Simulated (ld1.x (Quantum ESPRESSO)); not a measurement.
**molybdenum: TM pseudisation with PBE, scalar-relativistic reference atom.**

- Element: Mo
- Generator: ld1.x (Quantum ESPRESSO) 7.5
- Type: norm-conserving Troullier–Martins (Kleinman–Bylander form)
- Functional: PBE
- Relativity: scalar-relativistic
- Frozen core: [Kr]
- Valence charge: 6
- Reference configuration: 4d4 5s0 5p0 (charge +2)
- Partial waves: 5p (bound, empty): rc 3.10 bohr; 4d (bound): rc 2.30 bohr; 4f channel at 0.35 Ry: rc 2.95 bohr; 5s (bound, empty): rc 2.35 bohr
- Local potential: the s channel
- Core correction: none

* Cutoffs needed: 35 Ry and 40 Ry (the cutoffs (Ry, on a coarse ladder) from which the occupation-weighted sum of valence levels, in a spherical-Bessel basis at the reference potential, stays within 10 and 1 mRy of its value at 400 Ry)
* Ghost test: no extra level below or beside the all-electron valence levels (p, d, f, s tested) (spherical-Bessel basis up to 400 Ry, 20 bohr box)
* Largest excitation error: +237 meV (all-electron minus pseudo) for 4d4 5s2 5p0, out of 7 test configurations
